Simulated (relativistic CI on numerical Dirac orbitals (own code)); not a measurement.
As²⁺: from the plainest model towards the measured levels

Calculated with a relativistic CI code on KLI orbitals (one set per configuration, finite nucleus), adding one ingredient at a time: step 1, Dirac-Coulomb, each configuration alone; step 2, with Breit and QED terms; step 3, with configuration mixing; step 4, with scaled Slater integrals (0.85); step 5, with a P86 correlation estimate; step 6, tied to the ionisation limit. P86 is a density functional for the correlation energy, evaluated here for each configuration and added to its levels. Step 6 is semi-empirical: configurations made of the next ion and one excited electron move by -5597 cm⁻¹, so that their limit matches the tabulated ionisation energy, and those with a non-penetrating f or g electron also take the P86 value of the least penetrating other one.

CI space (outside the closed core [Ar] 3d10): 4s²4p, 4s4p², 4s²5s, 4s²4d, 4s²5p, 4s²6s, 4s²5d, 4p³, 4s²4f, 4s4p4d, 4s4p4f, 4s²6p, 4s²5f, 4s²6d, 4s4p5s, 4p4d², 4d²5s, 4d³, 4d²5p, 4d²6s, 4d²5d.

Computed minus measured energy above the ground level, in cm⁻¹, for 9 of the 13 excited levels that pair in every step (one J of a term; a digit in brackets numbers repeated terms):

```csv
Configuration,Term,J,Measured,Step 1,Step 2,Step 3,Step 4,Step 5,Step 6
4s²4p,2P°,3/2,2940,37,-21,-196,-153,-151,-151
4s4p²,2D,3/2,85309,2648,2484,1366,703,1646,629
4s²5s,2S,1/2,106694,-2024,-2080,5852,3818,7208,1555
4s4p²,2S,1/2,107806,-2256,-2416,5928,221,801,866
4s4p²,2P,1/2,113938,5305,5158,13485,5663,6241,6236
4s²4d,2D,3/2,117651,-6752,-6868,7689,4508,6621,1741
4s²5p,2P°,1/2,131458,-2949,-3029,3557,1837,5741,223
4s²6s,2S,1/2,162889,-4632,-4717,3196,1140,6444,852
4s²5d,2D,3/2,165623,-4774,-4882,4026,1681,6305,767
```

Mean absolute errors in cm⁻¹, over all paired levels and for the configurations:

```
Configuration, levels  Step 1  Step 2  Step 3  Step 4  Step 5  Step 6
              all, 13    3656    3666    5235    2262    4703    1630
             4s²4p, 1      37      21     196     153     151     151
             4s4p², 5    3718    3617    7197    2557    3333    2989
             4s²5s, 1    2024    2080    5852    3818    7208    1555
             4s²4d, 1    6752    6868    7689    4508    6621    1741
             4s²5p, 2    2967    3054    3546    1823    5727     209
             4s²6s, 1    4632    4717    3196    1140    6444     852
             4s²5d, 2    4779    4889    4024    1677    6301     764
```

Measured levels: Moore, Atomic Energy Levels, vol. II, NSRDS-NBS 35 (1971 reprint of NBS Circular 467, 1952). The analysis dates from before 1960.

The mean absolute error is lowest at step 6 (1630 cm⁻¹), and the largest single drop is from step 5 to 6 (4703 to 1630). The Breit and QED terms change the top of the ground term (measured 2940) from 2977 to 2919. Mixing lowers the ground level by 8322, with 4p³ as its largest admixture; relative to it the configurations that move most are 4s²4d by +14557, 4s²5d by +8913, 4s²5s by +7932. Configurations whose own partners of that kind are not in the list rise by much of that lowering, so a short list can trade one imbalance for another. The P86 estimate moves 4s²6s by +5304, 4s²5d by +4624, 4s²5p by +3904, and takes the mean absolute error of the excited configurations from 2438 to 5083; it adds to levels that were already too high. Step 6 takes that error from 5083 to 1753; the error more than halves for 4s²5s, 4s²4d, 4s²5p, 4s²6s, 4s²5d.
